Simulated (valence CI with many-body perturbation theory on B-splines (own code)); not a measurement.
**Eu50+: electric-dipole lines**

Computed by configuration interaction combined with many-body perturbation theory (CI+MBPT): three valence electrons over a frozen Dirac-Fock core [Ne], a basis of 11 s, 11 p, 9 d, 7 f, 5 g, 2 h, 1 i functions for each j, with the one-electron correlation potential Σ1, the two-electron term Σ2, the three-electron term Σ3, Breit, model QED; selected CI, second order for the rest (own B-spline code, finite nucleus).

The last digits are not significant, and no measured levels were compared; by estimate large intervals hold to a few tenths of a per cent, small ones and those within an open d or f shell to about a per cent.

Lines 101 to 150 of 271 in falling wavelength, among levels below 7165.3 × 10³ cm⁻¹, chosen from the strongest by gf and those to the six lowest levels. Wavelengths and rates use the calculated energies. Electric multipoles are in the length gauge, E1 and E2 with the static RPA response of the core. Weak lines are less certain than strong ones. Lines between different terms over intervals too small for the method are left out, as are lines whose strength nearly cancels. The highest levels of a list are the least certain.

Levels are named by their leading jj configuration (3d3/2^4 stands for four electrons in 3d with j = 3/2), which in mixed levels can hold well under half, so a name can repeat and another be missing. Letters in brackets count levels of one name in rising energy.

| λ vac (Å) | Upper | Lower | A (s⁻¹) | log gf | Branch % |
| --- | --- | --- | --- | --- | --- |
| 46.57 | (3p1/2 3p3/2 3d3/2) J=5/2 [b] | (3s 3p1/2 3d5/2) J=3/2 | 3.35e+10 | -1.18 | 3.4 |
| 44.92 | (3s 3p1/2 3p3/2) J=3/2 [a] | (3s^2 3p1/2) J=1/2 | 2.37e+09 | -2.54 | 65.0 |
| 44.01 | (3s 3p3/2 3d3/2) J=5/2 [b] | (3s^2 3d5/2) J=5/2 | 5.28e+10 | -1.04 | 4.9 |
| 43.89 | (3p1/2 3p3/2 3d5/2) J=7/2 [a] | (3s 3p1/2 3d5/2) J=5/2 [b] | 3.32e+10 | -1.12 | 7.2 |
| 43.62 | (3s 3p3/2 3d5/2) J=5/2 [a] | (3s^2 3d5/2) J=5/2 | 1.11e+11 | -0.72 | 16.2 |
| 43.08 | (3p1/2 3p3/2 3d5/2) J=3/2 [a] | (3s 3p1/2 3d5/2) J=3/2 | 2.30e+11 | -0.59 | 43.8 |
| 42.97 | (3s 3p3/2^2) J=5/2 | (3s^2 3p3/2) J=3/2 | 2.61e+11 | -0.36 | 100.0 |
| 42.73 | (3p1/2 3p3/2^2) J=3/2 | (3s 3p1/2 3p3/2) J=1/2 | 3.87e+11 | -0.37 | 38.8 |
| 42.53 | (3p1/2 3p3/2 3d5/2) J=7/2 [a] | (3s 3p1/2 3d5/2) J=7/2 | 3.37e+10 | -1.14 | 7.3 |
| 42.37 | (3s 3p3/2 3d5/2) J=7/2 [a] | (3s^2 3d5/2) J=5/2 | 8.10e+10 | -0.76 | 28.2 |
| 42.20 | (3s 3p3/2 3d5/2) J=3/2 [a] | (3s^2 3d5/2) J=5/2 | 8.08e+10 | -1.06 | 16.2 |
| 42.10 | (3p1/2 3p3/2^2) J=5/2 | (3s 3p1/2 3p3/2) J=3/2 [b] | 2.65e+11 | -0.37 | 59.2 |
| 42.02 | (3p1/2 3p3/2 3d5/2) J=5/2 [a] | (3s 3p1/2 3d5/2) J=5/2 [b] | 2.08e+11 | -0.48 | 48.2 |
| 41.75 | (3p1/2 3p3/2 3d3/2) J=5/2 [a] | (3s 3p1/2 3d3/2) J=5/2 | 1.09e+11 | -0.77 | 34.1 |
| 41.54 | (3p1/2 3p3/2^2) J=3/2 | (3s 3p1/2 3p3/2) J=3/2 [b] | 1.19e+11 | -0.91 | 11.9 |
| 41.51 | (3p1/2 3p3/2 3d5/2) J=9/2 | (3s 3p1/2 3d5/2) J=7/2 | 2.30e+11 | -0.23 | 83.4 |
| 41.46 | (3s 3p3/2 3d3/2) J=3/2 [b] | (3s^2 3d3/2) J=3/2 | 2.89e+11 | -0.53 | 26.7 |
| 41.15 | (3p1/2 3p3/2 3d5/2) J=7/2 [a] | (3s 3p1/2 3d5/2) J=5/2 [a] | 3.51e+11 | -0.15 | 75.8 |
| 40.87 | (3p1/2 3p3/2 3d3/2) J=3/2 [a] | (3s 3p1/2 3d3/2) J=5/2 | 1.26e+11 | -0.90 | 22.0 |
| 40.85 | (3p1/2 3p3/2 3d3/2) J=3/2 [b] | (3s 3p1/2 3d3/2) J=3/2 [b] | 6.98e+10 | -1.16 | 6.4 |
| 40.77 | (3p1/2 3p3/2 3d5/2) J=5/2 [a] | (3s 3p1/2 3d5/2) J=7/2 | 8.56e+10 | -0.89 | 19.8 |
| 40.73 | (3p1/2 3p3/2 3d3/2) J=5/2 [b] | (3s 3p1/2 3d3/2) J=3/2 [b] | 3.23e+11 | -0.32 | 32.8 |
| 40.71 | (3p3/2^3) J=3/2 | (3s 3p3/2^2) J=3/2 | 1.14e+12 | 0.05 | 67.9 |
| 40.63 | (3p1/2 3p3/2 3d5/2) J=5/2 [b] | (3s 3p1/2 3d5/2) J=3/2 | 7.58e+10 | -0.95 | 10.3 |
| 40.53 | (3p1/2 3p3/2 3d5/2) J=7/2 [b] | (3s 3p1/2 3d5/2) J=5/2 [b] | 6.54e+10 | -0.89 | 15.6 |
| 40.42 | (3p1/2 3p3/2 3d3/2) J=3/2 [b] | (3s 3p1/2 3d3/2) J=1/2 | 9.03e+10 | -1.05 | 8.3 |
| 40.37 | (3s 3p3/2 3d5/2) J=7/2 [b] | (3s^2 3d5/2) J=5/2 | 4.76e+11 | -0.03 | 68.6 |
| 40.34 | (3p1/2 3p3/2 3d3/2) J=5/2 [a] | (3s 3p1/2 3d3/2) J=3/2 [a] | 1.16e+11 | -0.77 | 36.3 |
| 40.25 | (3p1/2 3p3/2 3d3/2) J=7/2 | (3s 3p1/2 3d3/2) J=5/2 | 3.70e+11 | -0.14 | 88.1 |
| 40.22 | (3p1/2^2 3p3/2) J=3/2 | (3s 3p1/2^2) J=1/2 | 1.32e+11 | -0.89 | 66.4 |
| 40.18 | (3s 3p1/2 3p3/2) J=3/2 [b] | (3s^2 3p1/2) J=1/2 | 2.41e+11 | -0.63 | 94.4 |
| 39.97 | (3p3/2^3) J=3/2 | (3s 3p3/2^2) J=1/2 | 2.88e+11 | -0.56 | 17.2 |
| 39.93 | (3p1/2 3p3/2^2) J=1/2 | (3s 3p1/2 3p3/2) J=3/2 [b] | 5.32e+11 | -0.59 | 75.5 |
| 39.89 | (3p1/2 3p3/2 3d3/2) J=1/2 [b] | (3s 3p1/2 3d3/2) J=1/2 | 2.17e+11 | -0.99 | 23.0 |
| 39.87 | (3p1/2 3p3/2 3d5/2) J=3/2 [a] | (3s 3p1/2 3d5/2) J=5/2 [a] | 1.33e+11 | -0.90 | 25.3 |
| 39.69 | (3p1/2 3p3/2 3d5/2) J=1/2 | (3s 3p1/2 3d5/2) J=3/2 | 1.62e+11 | -1.12 | 37.6 |
| 39.64 | (3p1/2 3p3/2^2) J=5/2 | (3s 3p1/2 3p3/2) J=5/2 | 1.40e+11 | -0.70 | 31.3 |
| 39.62 | (3s 3p3/2 3d3/2) J=5/2 [b] | (3s^2 3d3/2) J=3/2 | 8.12e+11 | 0.06 | 76.0 |
| 39.51 | (3p1/2 3p3/2 3d3/2) J=3/2 [a] | (3s 3p1/2 3d3/2) J=3/2 [a] | 2.40e+11 | -0.65 | 41.7 |
| 39.36 | (3p1/2 3p3/2 3d5/2) J=7/2 [b] | (3s 3p1/2 3d5/2) J=7/2 | 9.91e+10 | -0.73 | 23.7 |
| 39.31 | (3s 3p3/2 3d5/2) J=5/2 [a] | (3s^2 3d3/2) J=3/2 | 2.97e+11 | -0.38 | 43.4 |
| 39.23 | (3p1/2 3p3/2 3d3/2) J=1/2 [a] | (3s 3p1/2 3d3/2) J=3/2 [a] | 4.86e+11 | -0.65 | 78.9 |
| 39.14 | (3s 3p3/2 3d3/2) J=1/2 [b] | (3s^2 3d3/2) J=3/2 | 9.20e+11 | -0.37 | 59.1 |
| 39.14 | (3p1/2 3p3/2^2) J=3/2 | (3s 3p1/2 3p3/2) J=5/2 | 7.17e+10 | -1.18 | 7.2 |
| 39.12 | (3s 3p1/2 3p3/2) J=1/2 | (3s^2 3p1/2) J=1/2 | 8.17e+11 | -0.43 | 97.5 |
| 39.07 | (3s 3p3/2^2) J=1/2 | (3s^2 3p3/2) J=3/2 | 5.86e+11 | -0.57 | 99.1 |
| 38.82 | (3p1/2 3p3/2 3d5/2) J=3/2 [b] | (3s 3p1/2 3d5/2) J=5/2 [b] | 3.39e+11 | -0.51 | 50.0 |
| 38.60 | (3p1/2 3p3/2 3d3/2) J=5/2 [a] | (3p1/2^2 3p3/2) J=3/2 | 5.74e+10 | -1.11 | 17.9 |
| 38.49 | (3s 3p1/2 3d3/2) J=3/2 [a] | (3s 3p1/2^2) J=1/2 | 5.87e+10 | -1.28 | 67.9 |
| 38.39 | (3s 3p3/2^2) J=3/2 | (3s^2 3p3/2) J=3/2 | 1.19e+12 | 0.02 | 100.0 |

(1) How does gf follow from A for the line at 40.37 Å?

## Answers

(1) gf = 1.4992 × (2J+1)_upper × A / σ², with σ = 2476960 cm⁻¹ and 2J+1 = 8: gf = 0.931.
